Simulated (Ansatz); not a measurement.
Gas-phase electronic energies from Ansatz, PBE0-D4/def2-TZVP geometries. CCSD(T)/CBS adds triple-zeta CCSD(T) − MP2 to the extrapolated MP2 energy (def2 sets, frozen cores). This one scheme is used for every species. DFT in def2-TZVPP. B3LYP here is the variant with VWN-RPA as its local correlation; programs differ in this. For As outer-core shells are correlated without core-valence functions, which leaves a few kJ/mol of doubt a bond. Scalar relativity is left out up to krypton. One conformer a species, not always the lowest.

`C[SiH2]C[AsH2]` + `N[SiH3]` → `[SiH3]N[AsH2]` + `C[SiH2]C`  (ligand exchange at the As–C bond)

`C[SiH2]C[AsH2]`:

```xyz
13

C    -1.502    1.045   -0.676
Si   -0.213    0.830    0.661
C     1.220   -0.227    0.074
As    0.634   -1.991   -0.605
H    -1.070    1.523   -1.559
H    -1.917    0.083   -0.985
H    -2.325    1.670   -0.322
H    -0.825    0.180    1.855
H     0.305    2.163    1.083
H     1.726    0.275   -0.756
H     1.944   -0.353    0.881
H     1.956   -2.714   -0.370
H     0.068   -2.483    0.722
```

`N[SiH3]`:

Cartesian coordinates in Å:
```
N -0.554 0.784 -0.466
Si 0.242 -0.532 0.304
H -0.467 0.904 -1.462
H -0.600 1.677 -0.003
H -0.078 -1.768 -0.456
H 1.731 -0.437 0.389
H -0.274 -0.628 1.694
```

`[SiH3]N[AsH2]`:

Cartesian coordinates in Å:
```
Si 0.184 1.066 -0.489
N -0.640 0.045 0.622
As -0.344 -1.762 0.853
H 1.647 1.150 -0.218
H -0.403 2.429 -0.396
H 0.022 0.531 -1.868
H -1.169 0.450 1.377
H -0.481 -2.156 -0.617
H 1.184 -1.753 0.737
```

`C[SiH2]C`:

```xyz
11

C     0.970    1.079   -0.628
Si   -0.082   -0.467   -0.550
C    -0.897   -0.657    1.124
H     1.442    1.183   -1.608
H     1.761    1.051    0.126
H     0.365    1.971   -0.449
H     0.768   -1.661   -0.828
H    -1.129   -0.410   -1.610
H    -0.147   -0.724    1.917
H    -1.508   -1.562    1.162
H    -1.543    0.196    1.342
```

Is it downhill or uphill in electronic energy at CCSD(T)/CBS, and by how much? (Estimate.)

Computed: Nearly level: ΔE = +0.6 kJ/mol.

What do these levels give: PBE-D4, r2SCAN-D4, ωB97X-V, B2PLYP, PBE0, B3LYP, HF/def2-TZVPP, MP2/def2-TZVPP, CCSD(T)/def2-TZVPP, HF/def2-QZVPP, MP2/def2-QZVPP, MP2/CBS(def2)? (Estimate.)

Computed: PBE-D4 -0.5, r2SCAN-D4 -1.9, ωB97X-V -4.4, B2PLYP -5.1, PBE0 -1.4, B3LYP -7.5, HF/def2-TZVPP -11.2, MP2/def2-TZVPP 1.6, CCSD(T)/def2-TZVPP -0.1, HF/def2-QZVPP -12.4, MP2/def2-QZVPP 1.6, MP2/CBS(def2) 2.3 kJ/mol.

Largest T1 diagnostic among the species: 0.011.

In def2-TZVPP, CCSD(T) changes the Hartree–Fock value by +11.1 kJ/mol (the triples alone add +1.1 kJ/mol) and MP2 by +12.8 kJ/mol.
